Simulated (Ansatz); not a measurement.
Isolated molecules relaxed with PBE0-D4/def2-TZVP in Ansatz; ΔE leaves out vibrations. CCSD(T)/CBS adds triple-zeta CCSD(T) − MP2 to the extrapolated MP2 energy (def2 sets, frozen cores). This one scheme is used for every species. Functionals use def2-TZVPP. HSE06 is defined as in plane-wave codes. def2 core potentials past Kr. For I outer-core shells are correlated without core-valence functions, which leaves a few kJ/mol of doubt a bond. One conformer a species, not always the lowest.

Reaction (formal hydrolysis of the Si–I bond): `O[SiH](F)[SiH2]I` + H₂O → `O[SiH2][SiH](O)F` + HI

`O[SiH](F)[SiH2]I`:

Cartesian coordinates in Å:
```
O 1.544 0.831 -0.930
Si 0.719 0.730 0.471
F 1.556 -0.054 1.585
Si -1.243 -0.513 0.117
I -0.554 -2.238 -1.498
H 1.546 0.052 -1.495
H 0.531 2.116 0.952
H -1.771 -1.201 1.319
H -2.327 0.277 -0.521
```

H₂O:

```xyz
3

O    -0.025    0.276    0.273
H     0.364    0.353   -0.601
H    -0.339   -0.629    0.328
```

`O[SiH2][SiH](O)F`:

Cartesian coordinates in Å:
```
O -1.425 0.196 1.038
Si -0.539 -0.984 0.270
Si 1.132 0.349 -0.709
O 0.536 1.871 -0.711
F 2.459 0.255 0.182
H -2.181 -0.066 1.566
H -1.369 -1.710 -0.736
H -0.032 -1.997 1.238
H 1.548 0.031 -2.094
H -0.131 2.054 -0.043
```

HI:

Cartesian coordinates in Å:
```
I -0.666 -0.235 0.386
H 0.666 0.235 -0.386
```

| level | ΔE (kJ/mol) |
| --- | --- |
| HSE06-D4 | 21.3 |
| PBE | 15.9 |
| BLYP | -1.7 |
| r2SCANh | 11.6 |

Question: What does CCSD(T)/CBS give? (Best estimate.)

Answer: Computed: +17.3 kJ/mol. The listed levels differ from it by 4.0, -1.4, -19.0, -5.7 kJ/mol.

Largest T1 diagnostic among the species: 0.012.

Leaving LDA and LC-ωPBE aside and taking each functional with its dispersion term where it has one, the values, not all of them listed here, spread over 23.1 kJ/mol, from CAM-B3LYP-D4 to HSE06-D4. LDA lies −4.7 kJ/mol from PBE without D4. At CCSD(T), def2-SVP lies −14.9 kJ/mol from the extrapolated value and def2-TZVPP −11.2 kJ/mol.
